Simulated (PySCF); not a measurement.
## Excitation energies in several basis sets

C₂H₁₀AlN.
SMILES: `C[CH2][AlH2-][NH3+]`

TDDFT with PBE0 (PySCF), vertical singlets, core orbitals frozen in the response, spherical d and f functions. The structure is a single PBE0-D3(BJ)/def2-SVP conformer in the gas phase; no vibrational or solvent corrections.

Question: How do the low singlets change with the basis? Take 6-31G*, 6-31+G*, def2-SVP, def2-SVPD, aug-cc-pVDZ, def2-TZVP and def2-TZVPD.

Answer: 

```csv
basis,functions,diffuse,S1 (eV),S2 (eV),S3 (eV),S4 (eV),S5 (eV),LUMO (eV),α (au)
6-31G*,80,no,5.65,6.26,7.06,7.65,7.71,0.37,54.5
6-31+G*,96,yes,4.97,5.55,6.11,6.54,6.75,-0.68,62.8
def2-SVP,110,no,5.71,6.23,7.05,7.59,7.65,0.22,57.5
def2-SVPD,164,yes,5.24,5.74,6.43,6.86,6.97,-0.45,68.9
aug-cc-pVDZ,186,yes,4.85,5.38,5.91,6.12,6.35,-0.92,70.8
def2-TZVP,190,no,5.33,5.87,6.63,7.15,7.19,-0.26,65.1
def2-TZVPD,244,yes,5.02,5.56,6.17,6.56,6.71,-0.68,70.1
```

States are compared by their number. Against the largest diffuse basis here (def2-TZVPD, itself not a converged limit), sets without diffuse functions differ by up to 0.69 eV in S1 and 1.00 eV in S5; the smaller diffuse sets differ by up to 0.22 and 0.36 eV. State by state, the largest deviation of a set without diffuse functions is S1 0.69, S2 0.70, S3 0.90, S4 1.09, S5 1.00 eV. The same number needn't mean the same state in each row. Against def2-TZVPD the polarisability deviates by -22% in 6-31G*, -10% in 6-31+G*, -18% in def2-SVP, -2% in def2-SVPD, +1% in aug-cc-pVDZ, -7% in def2-TZVP. A single + in a Pople set puts diffuse functions on heavy atoms only.

Without π bonds the low states are Rydberg-like; a valence basis with one diffuse set may place them up to an eV too high.
